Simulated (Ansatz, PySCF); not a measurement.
Energy difference 4 R1 + R2 → 4 P1 + P2, each structure at its B3LYP-D3(BJ)/def2-TZVP stationary point, reached from a drawn start (curvature not checked).
P1: H2 (SMILES [H][H]), charge 0, multiplicity 1.
R1: HCl (SMILES Cl), charge 0, multiplicity 1.
R2: SiH4 (SMILES [SiH4]), charge 0, multiplicity 1.
P2: SiCl4 (SMILES Cl[Si](Cl)(Cl)Cl), charge 0, multiplicity 1.

P less R. No zero-point or thermal terms.

Frozen-core correlation throughout. CBS: X⁻³ extrapolation of the correlation energy, Hartree–Fock from the larger set.

Run with Ansatz (a first-principles code); PySCF for the D3/D4 terms. Each number belongs to the level named beside it.

### Question
Estimate the reaction energy that CCSD(T)/CBS(cc-pV(T+d)Z, cc-pV(Q+d)Z) returns for this input.

### Answer
-72.5 kcal/mol

### Question
What is the computed reaction energy (revPBE-D3(BJ)/def2-TZVPP)?

### Answer
-73.6 kcal/mol

### Question
Estimate the reaction energy that CAM-B3LYP/def2-TZVPP returns for this input.

### Answer
-61.6 kcal/mol
